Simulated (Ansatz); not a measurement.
Program: Ansatz. Geometries: PBE0-D4/def2-TZVP. ΔE: electronic, gas phase. CBS: MP2 limit from def2 TZ/QZ plus the TZ coupled-cluster correction, frozen cores. This one scheme is used for every species. DFT in def2-TZVPP. B3LYP here is the variant with VWN-RPA as its local correlation; programs differ in this. Each species was taken in one conformer, which may not be the lowest.

Consider the hydrogenolysis of the Si–C bond: `C[SiH]1OB1O` + H₂ → `OB1O[SiH2]1` + CH₄.

`C[SiH]1OB1O`:

```xyz
10

C     0.229   -0.654   -1.646
Si   -0.689    0.040   -0.188
O    -0.118   -0.520    1.357
B     0.066    0.832    1.350
O     0.578    1.667    2.267
H     1.308   -0.552   -1.520
H    -0.063   -0.126   -2.558
H    -0.013   -1.712   -1.783
H    -2.150   -0.182   -0.349
H     0.853    1.208    3.070
```

H₂:

Cartesian coordinates in Å:
```
H -0.212 0.272 0.143
H 0.212 -0.272 -0.143
```

`OB1O[SiH2]1`:

Cartesian coordinates in Å:
```
O -0.893 1.828 -0.392
B -0.255 0.699 -0.049
O 0.656 0.471 0.926
Si 0.434 -1.057 0.131
H -1.495 1.715 -1.129
H 1.671 -1.557 -0.516
H -0.119 -2.100 1.030
```

CH₄:

Cartesian coordinates in Å:
```
C 0.000 0.000 0.000
H -0.189 -0.087 -1.070
H 0.294 -0.971 0.397
H -0.906 0.339 0.503
H 0.801 0.719 0.170
```

**Question.** Is it downhill or uphill in electronic energy at CCSD(T)/CBS, and by how much? (Best estimate.)

**Answer.** The calculation gave: Downhill: ΔE = -18.9 kJ/mol.

**Question.** What do these levels give: r2SCAN-D4, PBE0-D4, B3LYP-D4, ωB97X-V, ωB97M-V, PBE, PBE0, CCSD(T)/def2-TZVPP, HF/def2-QZVPP, MP2/def2-QZVPP, HF/CBS(def2), MP2/CBS(def2)? (Best estimate.)

**Answer.** Ansatz gave: r2SCAN-D4 -18.5, PBE0-D4 -19.4, B3LYP-D4 -22.0, ωB97X-V -20.4, ωB97M-V -18.4, PBE -21.9, PBE0 -23.4, CCSD(T)/def2-TZVPP -21.2, HF/def2-QZVPP -40.0, MP2/def2-QZVPP -14.8, HF/CBS(def2) -40.0, MP2/CBS(def2) -13.8 kJ/mol.

Largest T1 diagnostic among the species: 0.015.

In def2-TZVPP, CCSD(T) changes the Hartree–Fock value by +18.7 kJ/mol (the triples alone add +3.4 kJ/mol) and MP2 by +23.7 kJ/mol. The D4 term adds +7.3 kJ/mol with B3LYP and +4.0 kJ/mol with PBE0; it sums over pairs of atoms, weighted by their polarisabilities, and B3LYP, whose exchange is more repulsive, gets the larger term.
